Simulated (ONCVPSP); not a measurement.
## Logarithmic derivatives: ruthenium, ONCV

| Property | Result |
| --- | --- |
| Element | Ru (Z = 44) |
| Generator | ONCVPSP 4.0.1 |
| Type | optimised norm-conserving Vanderbilt (ONCV) |
| Functional | BLYP |
| Relativity | scalar-relativistic |
| Frozen core | [Ar] 3d10 |
| Valence charge | 16 |
| Reference configuration | 4s2 4p6 4d7 5s1 |
| Partial waves | 4s+5s: rc 1.95 bohr, ncon 4, nbas 7, qcut 6.9 1/bohr, 3 projectors, debl 3.2 Ha; 4p: rc 1.30 bohr, ncon 4, nbas 9, qcut 5.1 1/bohr, 3 projectors, debl 3.9 Ha; 4d: rc 1.30 bohr, ncon 3, nbas 8, qcut 13.7 1/bohr, local; f scattering state at 0.07 Ha: rc 1.95 bohr, ncon 4, nbas 7, qcut 5.6 1/bohr, 1 projector |
| Local potential | the d channel |
| Core correction | none |

The phase is arctan(r·R′/R) of the radial function R(r), unwrapped; energies in Ha, scanned from -4 to 5 Ha. A pole is an energy at which the radial function vanishes at the test radius. The pseudo phase is shifted by a multiple of π to meet the all-electron one at the reference energy, and phase errors are pseudo minus all-electron; the curves can meet again beyond the range given. Levels narrower than the energy grid can be missing from the lists of poles.

For each channel, where are the poles, and over which energies does the pseudopotential scatter like the atom?

| channel | radius (bohr) | reference energy (Ha) | poles, all-electron | poles, pseudo | unbroken range about the reference energy with phases within 0.05 rad | phase error 1 Ha above the reference energy (rad) |
| --- | --- | --- | --- | --- | --- | --- |
| s | 1.98 | -0.16 | -2.68, 3.60 | -2.68, 3.60 | the whole range | +0.000 |
| p | 1.32 | -1.70 | 0.60 | 0.60 | the whole range | -0.000 |
| d | 1.32 | -0.19 | 3.03 | 2.97 | the whole range | -0.001 |
| f | 1.98 | 0.07 | 2.48 | 2.75 | below 2.4 | +0.028 |

Phases in the f channel:

| E (Ha) | all-electron | pseudo |
| --- | --- | --- |
| -3.98 | 1.375 | 1.375 |
| -3.74 | 1.369 | 1.369 |
| -3.50 | 1.362 | 1.363 |
| -3.26 | 1.355 | 1.355 |
| -3.02 | 1.347 | 1.347 |
| -2.78 | 1.338 | 1.338 |
| -2.54 | 1.328 | 1.328 |
| -2.30 | 1.317 | 1.317 |
| -2.06 | 1.304 | 1.304 |
| -1.82 | 1.289 | 1.289 |
| -1.58 | 1.272 | 1.272 |
| -1.34 | 1.251 | 1.252 |
| -1.10 | 1.226 | 1.227 |
| -0.86 | 1.196 | 1.196 |
| -0.62 | 1.157 | 1.157 |
| -0.38 | 1.105 | 1.105 |
| -0.14 | 1.034 | 1.034 |
| 0.10 | 0.930 | 0.930 |
| 0.34 | 0.767 | 0.767 |
| 0.58 | 0.490 | 0.493 |
| 0.82 | 0.030 | 0.044 |
| 1.06 | -0.525 | -0.497 |
| 1.30 | -0.935 | -0.903 |
| 1.54 | -1.179 | -1.146 |
| 1.78 | -1.329 | -1.294 |
| 2.02 | -1.432 | -1.393 |
| 2.26 | -1.510 | -1.465 |
| 2.50 | -1.576 | -1.522 |
| 2.74 | -1.639 | -1.569 |
| 2.98 | -1.704 | -1.611 |
| 3.22 | -1.782 | -1.652 |
| 3.46 | -1.891 | -1.693 |
| 3.70 | -2.070 | -1.738 |
| 3.94 | -2.431 | -1.791 |
| 4.18 | -3.158 | -1.858 |
| 4.42 | -3.854 | -1.949 |
| 4.66 | -4.188 | -2.085 |
| 4.90 | -4.351 | -2.314 |
